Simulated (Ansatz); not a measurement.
C$_{2}$H$_{7}$Cl$_{3}$Si$_{2}$, singlet, at a GFN2-xTB geometry, with bond 8-1 at 1.4 times its length; CASSCF(6,6)/STO-3G (Ansatz, a first-principles code).

The Ansatz input:
Ansatz 0.2 input:
```yaml
crystal:
  periodic: [false, false, false]
  atoms:
    - {symbol: Si, position_ang: [-2.77887803, -1.01742415, 0.16211190]}
    - {symbol: Cl, position_ang: [-3.06155973, 0.38080020, 1.58546981]}
    - {symbol: C, position_ang: [-0.90878753, -1.17938387, -0.16492385]}
    - {symbol: C, position_ang: [-0.26248773, 0.14661371, -0.58410545]}
    - {symbol: Si, position_ang: [1.61545003, 0.00311182, -0.86188784]}
    - {symbol: Cl, position_ang: [2.48820442, -0.64814608, 0.83738554]}
    - {symbol: Cl, position_ang: [2.36811406, 1.81220909, -1.35507589]}
    - {symbol: H, position_ang: [-3.53962879, -2.79358064, 0.82967463]}
    - {symbol: H, position_ang: [-3.46148302, -0.57183378, -1.05157409]}
    - {symbol: H, position_ang: [-0.40798595, -1.55102223, 0.73107562]}
    - {symbol: H, position_ang: [-0.73632075, -1.92547719, -0.94117345]}
    - {symbol: H, position_ang: [-0.74364860, 0.50812437, -1.49488055]}
    - {symbol: H, position_ang: [-0.46424674, 0.89747178, 0.18482270]}
    - {symbol: H, position_ang: [1.94070132, -0.93683640, -1.92842448]}
basis:
  gaussian:
    orbitals: STO-3G
hamiltonian:
  xc: hf
magnetization: {spin_polarized: false}
correlation: {active_space: {window: {electrons: 6, orbitals: 6}}}
```

Q: Write the output that Ansatz gives for this input, abridged.

A: 
```
Functional definition: HF
732 factors; integrals over basis functions are off by at most 3.2e-5 eV
mean field evaluation 1: about -54798.1952 eV, gradient 2.7e1 eV
mean field evaluation 2: about -54798.3635 eV, gradient 2.6e1 eV
mean field evaluation 4: about -54801.9585 eV, gradient 1.3e0 eV
mean field evaluation 8: about -54801.9685 eV, gradient 1.1e-5 eV
mean field -54801.96851795 eV, -2013.9351969264 hartree, gradient 1.9e-6 eV, S^2 0.000000; 0 other end points of the search recorded, 0 dependent functions left out
reference -54801.96851795 eV, -2013.9351969264 hartree; 49, 49 occupied and 13, 13 virtual orbitals, 732 factors
state -54804.03491906 eV, -2014.0111357664 hartree
2 active orbitals were swapped for others, from the solution at -54804.01717393 eV, -2014.0104836450 hartree to that at -54804.03491906 eV, -2014.0111357664 hartree; typed "places" are swapped only where nearly empty or full, and so, without "given_window_search", are "orbital_numbers", "shells" and a window whose orbitals a file names under [Active]
the orbitals are reached from a further start. From the first start the search ends at -54803.91163707 eV, -2014.0066052369 hartree
Total energy: -54804.03491906 eV, -2014.0111357664 hartree
```
